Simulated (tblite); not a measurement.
Input of a run (GFN2-xTB geometry optimisation, gas phase (tblite 0.8.0)), started from a force field or distance geometry:
```
{"job": {"kind": "relax", "xc": "GFN2-xTB", "basis": "xTB"}, "charge": 0, "multiplicity": 1}
C      0.919800    -1.707800    -0.026400
C      0.345000    -0.336800     0.140500
C      1.340900     0.718700     0.577900
N      2.334700     0.779700    -0.480700
C     -0.941600    -0.059800    -0.043300
Si    -1.610500     1.644800     0.173600
C     -1.919100    -1.102700    -0.474800
F     -2.431500    -0.682600    -1.687300
H      0.469100    -2.288500    -0.835000
H      2.000800    -1.628900    -0.287000
H      0.867700    -2.308400     0.898700
H      0.874400     1.689400     0.765600
H      1.817800     0.419300     1.553800
H      2.744100     1.734600    -0.495900
H      3.113400     0.117300    -0.188800
H     -2.222000     1.700400     1.502600
H     -0.656800     2.707000    -0.117100
H     -2.735900     1.799300    -0.783100
H     -1.535000    -2.118300    -0.455700
H     -2.780200    -1.066000     0.259500
```

Output (eV, eV/Å):
```
step      E/eV     max force
  0    -711.53390    2.009
  1    -711.72263    0.878
  2    -711.77723    0.627
  3    -711.81909    0.537
  4    -711.85149    0.367
  5    -711.86727    0.286
  6    -711.87724    0.183
  7    -711.88451    0.201
  8    -711.89076    0.169
  9    -711.89566    0.181
 10    -711.89941    0.128
 11    -711.90233    0.115
 12    -711.90469    0.124
 13    -711.90669    0.132
 14    -711.90863    0.092
 15    -711.91060    0.105
 16    -711.91244    0.086
 17    -711.91398    0.113
 18    -711.91523    0.093
 19    -711.91628    0.062
 20    -711.91723    0.063
 21    -711.91809    0.064
 22    -711.91891    0.064
 23    -711.91977    0.069
 24    -711.92069    0.077
 25    -711.92157    0.066
 26    -711.92238    0.075
 27    -711.92318    0.066
 28    -711.92410    0.088
 29    -711.92529    0.113
 30    -711.92681    0.114
 31    -711.92856    0.131
 32    -711.93041    0.123
 33    -711.93224    0.095
 34    -711.93400    0.103
 35    -711.93584    0.114
 36    -711.93816    0.141
 37    -711.94138    0.140
 38    -711.94159    0.406
 39    -711.94871    0.204
 40    -711.95234    0.146
 41    -711.95696    0.435
 42    -711.95991    0.125
 43    -711.96177    0.104
 44    -711.96543    0.272
 45    -711.96826    0.145
 46    -711.97319    0.139
 47    -711.97643    0.135
 48    -711.97929    0.236
 49    -711.98160    0.161
 50    -711.98338    0.107
 51    -711.98529    0.105
 52    -711.98604    0.101
 53    -711.98695    0.065
 54    -711.98781    0.076
 55    -711.98910    0.085
 56    -711.99071    0.088
 57    -711.99228    0.097
 58    -711.99346    0.078
 59    -711.99428    0.075
 60    -711.99473    0.092
 61    -711.99532    0.045
 62    -711.99590    0.045
 63    -711.99660    0.050
 64    -711.99730    0.055
 65    -711.99823    0.059
 66    -711.99919    0.060
 67    -712.00015    0.058
 68    -712.00085    0.064
 69    -712.00158    0.074
 70    -712.00233    0.076
 71    -712.00315    0.072
 72    -712.00394    0.068
 73    -712.00471    0.056
 74    -712.00544    0.051
 75    -712.00607    0.050
 76    -712.00669    0.049
 77    -712.00738    0.059
 78    -712.00815    0.054
 79    -712.00898    0.060
 80    -712.00989    0.069
 81    -712.01085    0.075
 82    -712.01181    0.075
 83    -712.01263    0.066
 84    -712.01320    0.043
 85    -712.01357    0.045
 86    -712.01390    0.048
 87    -712.01422    0.049
 88    -712.01460    0.046
 89    -712.01517    0.045
 90    -712.01565    0.053
 91    -712.01612    0.051
 92    -712.01644    0.038
 93    -712.01670    0.036
 94    -712.01697    0.042
 95    -712.01727    0.045
 96    -712.01755    0.044
 97    -712.01776    0.039
 98    -712.01794    0.031
 99    -712.01809    0.032
100    -712.01820    0.029
101    -712.01825    0.017
102    -712.01829    0.013
103    -712.01832    0.018
104    -712.01836    0.020
105    -712.01841    0.021
106    -712.01845    0.016
107    -712.01850    0.016
108    -712.01856    0.021
109    -712.01864    0.032
110    -712.01876    0.032
111    -712.01892    0.031
112    -712.01908    0.026
113    -712.01922    0.028
114    -712.01934    0.029
115    -712.01947    0.027
116    -712.01961    0.029
117    -712.01985    0.052
118    -712.02008    0.068
119    -712.02044    0.064
120    -712.02083    0.061
121    -712.02090    0.130
122    -712.02172    0.056
123    -712.02217    0.076
124    -712.02300    0.093
125    -712.02343    0.056
126    -712.02405    0.059
127    -712.02444    0.079
128    -712.02499    0.092
129    -712.02573    0.094
130    -712.02672    0.057
131    -712.02718    0.098
132    -712.02790    0.101
133    -712.02831    0.078
134    -712.02868    0.057
135    -712.02912    0.107
136    -712.02997    0.050
137    -712.03121    0.133
138    -712.03322    0.086
139    -712.03444    0.152
140    -712.03552    0.094
141    -712.03706    0.086
142    -712.03800    0.100
143    -712.03949    0.092
144    -712.04188    0.088
145    -712.04335    0.102
146    -712.04449    0.075
147    -712.04229    0.278
148    -712.04568    0.054
149    -712.04612    0.050
150    -712.04710    0.056
151    -712.04778    0.056
152    -712.04837    0.055
153    -712.04923    0.083
154    -712.05028    0.106
155    -712.05254    0.140
156    -712.05589    0.212
157    -712.06270    0.408
158    -712.06768    0.373
159    -712.07297    0.296
160    -712.03394    0.912
161    -712.08289    0.339
162    -712.05412    0.739
163    -712.09295    0.106
164    -712.09540    0.119
165    -712.09791    0.132
166    -712.09919    0.109
167    -712.10071    0.081
168    -712.10250    0.109
169    -712.10432    0.114
170    -712.10580    0.104
171    -712.10743    0.095
172    -712.10966    0.124
173    -712.11180    0.135
174    -712.11372    0.101
175    -712.11578    0.098
176    -712.11817    0.109
177    -712.12122    0.149
178    -712.12509    0.164
179    -712.12997    0.173
180    -712.13469    0.181
181    -712.13923    0.210
182    -712.14407    0.181
183    -712.14966    0.154
184    -712.15313    0.150
185    -712.15759    0.139
186    -712.15912    0.313
187    -712.16404    0.090
188    -712.16700    0.107
189    -712.17096    0.094
190    -712.17249    0.111
191    -712.17491    0.100
192    -712.17694    0.087
193    -712.17862    0.110
194    -712.17995    0.083
195    -712.18123    0.078
196    -712.18266    0.071
197    -712.18368    0.059
198    -712.18447    0.047
199    -712.18503    0.052
200    -712.18561    0.045
201    -712.18613    0.042
202    -712.18663    0.043
203    -712.18696    0.049
204    -712.18718    0.034
205    -712.18735    0.030
206    -712.18752    0.040
207    -712.18762    0.037
208    -712.18778    0.033
209    -712.18793    0.030
210    -712.18808    0.023
211    -712.18819    0.024
212    -712.18828    0.025
213    -712.18837    0.023
214    -712.18848    0.021
215    -712.18858    0.028
216    -712.18866    0.021
217    -712.18873    0.024
218    -712.18879    0.018
219    -712.18885    0.020
220    -712.18890    0.017
221    -712.18893    0.017
222    -712.18897    0.016
223    -712.18903    0.017
224    -712.18908    0.020
225    -712.18912    0.016
226    -712.18915    0.010
227    -712.18916    0.009
```

**Question.** Summarise the run.

**Answer.** The energy falls by 63.2 kJ/mol over 227 L-BFGS steps, the largest force on an atom goes from 2.01 to 0.009 eV/Å, and the atoms move by 1.060 Å rms after alignment. The bond that changes most is C5–Si6 (fully substituted alkene carbon to SiH3 silicon), which lengthens by 0.052 Å. Bonds longer at the end by more than 0.005 Å: 3 of 19; shorter: 8. Among the angles that change most is F8–C7–H19, from 115.5° to 105.7°. Among the dihedrals that turn most is C5–C2–C3–N4, from -120° to -29°. The energy rose by more than 1e-5 eV at steps 147, 160 and 162. The first step brought 29 % of the lowering.

**Question.** What are the final bond lengths?

**Answer.** C1–C2 1.504 Å, C2–C3 1.508 Å, C3–N4 1.451 Å, C2=C5 1.330 Å, C5–Si6 1.896 Å, C5–C7 1.496 Å, C7–F8 1.378 Å, C1–H9 1.091 Å, C1–H10 1.088 Å, C1–H11 1.087 Å, C3–H12 1.096 Å, C3–H13 1.101 Å, N4–H14 1.013 Å, N4–H15 1.013 Å, Si6–H16 1.464 Å, Si6–H17 1.459 Å, Si6–H18 1.477 Å, C7–H19 1.096 Å, C7–H20 1.098 Å. Numbering counts from 1 in the input's order; the species is `C/C(CN)=C(/[SiH3])CF`.

Its GFN2-xTB frequencies are all real (lowest 32 cm⁻¹). The numbers are those of one conformer. 3 starts were optimised and ended at 0.00, 1.32 and 2.95 kcal/mol (GFN2-xTB); the lowest of these is shown.

These are computed values.
